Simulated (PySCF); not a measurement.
Positional isomers: propene methyl+boryl. Gas-phase values, no solvent. One relaxed conformer stands for each flexible species; it need not be the lowest. Strings in code marks are SMILES.

The HOMO from two functionals at the same geometries (M06-2X/def2-TZVP), both in PySCF: PBE-D3(BJ)/def2-TZVP and B3LYP-D3(BJ)/def2-TZVP. B3LYP has the VWN-RPA correlation part, as in Gaussian. 

```
species       B3LYP-D3(BJ)/def2-TZVP (eV)
------------  ---------------------------
`BC(=C)CC`                          -7.70
`B/C(C)=C/C`                        -7.31
`B/C(C)=C\C`                        -7.22
`BC=C(C)C`                          -7.41
```

Problem. What does PBE-D3(BJ)/def2-TZVP give for each?

Solution. 
- `BC(=C)CC`: -6.90
- `B/C(C)=C/C`: -6.52
- `B/C(C)=C\C`: -6.41
- `BC=C(C)C`: -6.62
Over these rows, drawn at random from the members with no instability flagged (it was tested for open shells, ions and some series alone), PBE minus B3LYP-D3(BJ): mean +0.80 eV, from +0.79 eV to +0.81 eV.
